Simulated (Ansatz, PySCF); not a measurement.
Torsion S1–Se2–Ge3–H5 in GeH4SSe (SMILES S[Se][GeH3]); at each angle all else is relaxed with GFN2-xTB, and the levels are single points there.
Geometry at 60° (charge 0, multiplicity 1):
```xyz
7

S      2.2871     0.4603     0.2026
Se     0.8398    -0.9177     1.1011
Ge    -1.1232     0.0393     0.2451
H      2.6481    -0.3138    -0.8231
H     -1.1060     0.0252    -1.2580
H     -2.2888    -0.7612     0.7380
H     -1.2592     1.4642     0.6940
```

On the grid 0° to 120°, 0° is the highest and 60° the lowest point at MP2/CBS(def2-TZVPP, def2-QZVPP) + ΔCCSD(T)/def2-TZVPP.

Cores are frozen in the correlated methods. Filled d and f shells under p-block atoms count as core. Rows in 3-21G carry no dispersion term and start afresh at each structure; the Pople sets are all-electron and without relativity.

Codes used: Ansatz (a program for electronic structure) with Gaussian orbitals; PySCF for 3-21G rows, the dispersion terms. Values without a source in brackets are computed.

Q: What energy at 0° less that at 60° does HF/3-21G give?

A: 1.9 kcal/mol
